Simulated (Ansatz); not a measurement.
Geometry optimisation, Ansatz, RKS BHLYP-D4/def2-SVP.

Input file:

```yaml
crystal:
  periodic: [false, false, false]
  atoms:
    - { symbol: Si, position_ang: [-1.00164, 0.99853, -0.93522] }
    - { symbol: C, position_ang: [0.00251, -0.24344, 0.00668] }
    - { symbol: C, position_ang: [0.44633, -0.80205, 1.1004] }
    - { symbol: C, position_ang: [0.96161, -1.40901, -0.15583] }
    - { symbol: H, position_ang: [-1.96119, 0.28622, -1.78012] }
    - { symbol: H, position_ang: [-1.69644, 1.85335, 0.03088] }
    - { symbol: H, position_ang: [-0.09042, 1.80377, -1.75264] }
    - { symbol: H, position_ang: [0.48207, -0.86108, 2.16052] }
    - { symbol: H, position_ang: [1.98387, -1.21778, -0.46601] }
    - { symbol: H, position_ang: [0.58209, -2.37062, -0.48538] }
basis:
  gaussian: { orbitals: def2-SVP }
hamiltonian:
  xc: { name: BHLYP }
  dispersion: d4
relax:
  f_tol: 0.015
  max_steps: 40
```

Launched with:

```bash
$ ansatz run input.yaml --threads 1 --pin off --max-ram 2048MiB --backend cpu --events-out ev --progress --plain --runs-dir out
```

Where does it end, and by what steps?

It converged. After 5 steps the energy has fallen by 0.034 eV; H8 moved furthest, 0.04 Å.

```csv
step,energy less start (eV),largest force component (eV/Å),accepted
0,0.0000,1.603,yes
1,-0.0300,0.371,yes
2,-0.0328,0.129,yes
3,-0.0336,0.068,yes
4,-0.0334,0.134,no
5,-0.0339,0.010,yes
```

```xyz
10
Properties=species:S:1:pos:R:3
Si -0.992 0.993 -0.911
C 0.015 -0.255 -0.003
C 0.450 -0.806 1.084
C 0.973 -1.423 -0.153
H -1.968 0.298 -1.782
H -1.714 1.867 0.041
H -0.102 1.817 -1.761
H 0.454 -0.828 2.164
H 2.003 -1.235 -0.468
H 0.590 -2.390 -0.488
```

The run took 24 s on 1 thread of Arm Neoverse V1, on a shared host, peak memory 0.17 GiB.
